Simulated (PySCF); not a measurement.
In(All)(OH)2 (C₃H₇InO₂), SMILES C=C[CH2][In]([OH])[OH]. The structure is a stationary point at PBE-D3(BJ)/def2-SVP. The def2 effective core potentials stand for the cores of In; spin–orbit coupling is left out. Other conformers were not sampled.

Question: Give the equilibrium geometry at PBE-D3(BJ)/def2-SVP (PySCF confirms it by a frequency run) as bond lengths and angles. (Estimate from the structure and the level; the computed values follow.)

Answer: One answer among several that fit: 
Atoms: In1 C2 C3 C4 H5 H6 H7 H8 H9 O10 H11 O12 H13. Bonded distances (Å): In1–C2 2.200, In1–O10 2.026, In1–O12 2.034, C2–C3 1.486, C2–H5 1.107, C2–H6 1.108, C3–C4 1.350, C3–H7 1.106, C4–H8 1.103, C4–H9 1.100, O10–H11 0.978, O12–H13 0.977. Bond angles (°): C2–In1–O10 123.2, C2–In1–O12 127.2, O10–In1–O12 109.6, In1–C2–C3 111.3, In1–C2–H5 104.1, In1–C2–H6 104.7, C3–C2–H5 113.6, C3–C2–H6 113.3, H5–C2–H6 109.2, C2–C3–C4 126.0, C2–C3–H7 115.9, C4–C3–H7 118.2, C3–C4–H8 121.5, C3–C4–H9 121.3, H8–C4–H9 117.1, In1–O10–H11 107.9, In1–O12–H13 109.4.
Charge 0, spin multiplicity 1.
